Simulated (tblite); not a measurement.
C4H5N4 (doublet state).
Numbering: `[CH3:1]/[N:2]=[CH:3]\[c:4]1[n:5][n:6][c:7][nH:8]1` (hydrogens: H9, H10, H11 on C1; H12 on C3; H13 on N8)

Computed geometry: GFN2-xTB, gas phase. This method treats the open shell by occupation alone, without spin polarisation.

(1) Give the optimised bond lengths and angles.

Results:

(1) 
| bond | length (bohr) | order |
| --- | --- | --- |
| C1–N2 | 2.696 | single |
| N2=C3 | 2.380 | double |
| C3–C4 | 2.741 | single |
| C4–N5 | 2.501 | aromatic |
| N5–N6 | 2.501 | aromatic |
| N6–C7 | 2.464 | aromatic |
| C7–N8 | 2.574 | aromatic |
| C4–N8 | 2.578 | aromatic |
| C1–H9, C1–H10, C1–H11 | 2.063 | single |
| C3–H12 | 2.054 | single |
| N8–H13 | 1.901 | single |

Bonds in one row agree within 0.02 bohr and their mean is given. Orders are formal, as drawn. A selection of angles:
| angle | degrees |
| --- | --- |
| N2–C1–H9 | 114.5 |
| N2–C1–H10 | 107.2 |
| H9–C1–H10 | 110.9 |
| H9–C1–H11 | 108.7 |
| H10–C1–H11 | 107.6 |
| C1–N2–C3 | 123.8 |
| N2–C3–C4 | 129.5 |
| N2–C3–H12 | 116.2 |
| C4–C3–H12 | 114.3 |
| C3–C4–N5 | 128.8 |
| C3–C4–N8 | 124.0 |
| N5–C4–N8 | 107.2 |
| C4–N5–N6 | 111.2 |
| N5–N6–C7 | 105.5 |
| N6–C7–N8 | 111.8 |
| C7–N8–H13 | 127.0 |
| C4–N8–C7 | 104.3 |
| C4–N8–H13 | 128.7 |

Dihedral angles: C1–N2–C3–C4 -1° (synperiplanar); N2–C3–C4–N5 6° (synperiplanar). The mirror-image conformer, all signs reversed, is as good.

N8 (nitrogen bonded to 2 C and H) is planar (angles 128.7°, 127.0° and 104.3°, sum 360.0°, 0.00 Å off the plane of its three neighbours). C3 (carbon bonded to C, N and H) is planar (angles 129.5°, 116.2° and 114.3°, sum 360.0°, 0.00 Å off the plane of its three neighbours). The 5-membered ring C4–N5–N6–C7–N8 has internal angles of 104.3° to 111.8° (sum 540°, against 540° for a flat polygon); it is planar, 0.00 Å rms from its mean plane, widest ring torsion 0°. Of the pairs four or more bonds apart, N5···H9 is among the closest relative to their van der Waals radii: 2.24 Å, 81 % of the sum of Bondi's values. N5 (nitrogen bonded to C and N) is bent (angle 111.2°). The C–N distances run from 1.260 Å (N2=C3, drawn double) to 1.427 Å (C1–N2, drawn single), a spread of 0.167 Å. C4 (carbon bonded to C and 2 N) is planar (angles 128.8°, 124.0° and 107.2°, sum 360.0°, 0.00 Å off the plane of its three neighbours).

GFN2-xTB frequencies show an imaginary mode (45i cm⁻¹), so the point is no minimum at that level. 3 starts were optimised and ended at 0.00, 1.53 and 1.55 kcal/mol (GFN2-xTB); the lowest of these is shown.
